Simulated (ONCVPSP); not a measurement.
## cobalt (Co): one change to an ONCV potential, before and after

* Element: cobalt (Co)
* Generator: ONCVPSP 4.0.1
* Type: optimised norm-conserving Vanderbilt (ONCV)
* Functional: LDA (Perdew-Wang 92)
* Relativity: scalar-relativistic
* Frozen core: [Ne] 3s2
* Valence charge: 15
* Reference configuration: 3p6 3d7 4s2
* Partial waves: 4s: rc 2.45 bohr, ncon 4, nbas 7, qcut 2.8 1/bohr, 2 projectors, debl 1.2 Ha; 3p: rc 1.05 bohr, ncon 4, nbas 8, qcut 15.3 1/bohr, 2 projectors, debl 1.6 Ha; 3d: rc 1.15 bohr, ncon 4, nbas 8, qcut 11.3 1/bohr, 3 projectors, debl 3.2 Ha
* Local potential: polynomial inside 1.05 bohr (lpopt 4, dvloc0 1 Ha)
* Core correction: Teter function, fcfact 5.5, rcfact 1.05

In the p channel the program set the typed energies aside and used -2.408, 0.250 Ha.

All-electron outer shells of the reference configuration (LDA (PZ), scalar-relativistic, ld1.x):

```tsv
shell	level (eV)	outermost node (bohr)	outermost maximum (bohr)
3s	-101.87	0.31	0.67
3p	-65.51	0.28	0.68
3d	-8.46	–	0.66
4s	-5.68	0.96	2.29
```

Change: s: qcut 2.1; p: qcut 11.4; d: qcut 8.4.

Cutoffs: the cutoffs (Ha) at which the residual kinetic energy of the hardest occupied pseudo-wave falls to 1 and 0.1 mHa per electron; they do not see the model core or the augmentation charge, which bear on the density cutoff. Errors are all-electron minus pseudo energies relative to the spin-unpolarised reference configuration.

Question: Predict the effect on cutoff, ghosts and configuration errors.

Answer: The potential gets harder (60 Ha and 127 Ha → 176 Ha and 228 Ha); of the 4 tests that both files solve, the error grows in 1 and shrinks in 3 by more than 15 % and 0.3 meV (median size 15.3 → 17.0 meV); neither file shows a bound ghost.

| quantity | base | changed |
| --- | --- | --- |
| cutoff, loose | 60 Ha | 176 Ha |
| cutoff, tight | 127 Ha | 228 Ha |
| loose cutoff by channel | s 4.3 Ha, p 36 Ha, d 60 Ha | s 14 Ha, p 37 Ha, d 176 Ha |
| bound ghosts | none | none |
| GHOST(+) flags under 300 eV | s at 23.8 eV | s at 28.5 eV |
| error for 3p6 3d7 4s1, meV [ΔE 9.29 eV] | -5.8 | -4.3 |
| error for 3p6 3d7 4s0, meV [ΔE 26.37 eV] | -36 | -30 |
| error for 3p6 3d6 4s0, meV [ΔE 62.56 eV] | +25 | -56 |
| error for 3p6 3d7 4s1.5, meV [ΔE 3.72 eV] | -1.3 | -0.9 |
| s: phases at 2.49 bohr within 0.05 rad from the reference energy up to (Ha; the scan ends near 5) | n/a | n/a |
| p: phases at 1.06 bohr within 0.05 rad from the reference energy up to (Ha; the scan ends near 5) | to the end of the scan | to the end of the scan |
| d: phases at 1.16 bohr within 0.05 rad from the reference energy up to (Ha; the scan ends near 5) | to the end of the scan | to the end of the scan |
| rms error of d²Exc/dni dnj with the model core, mHa | 3.94 | 3.78 |
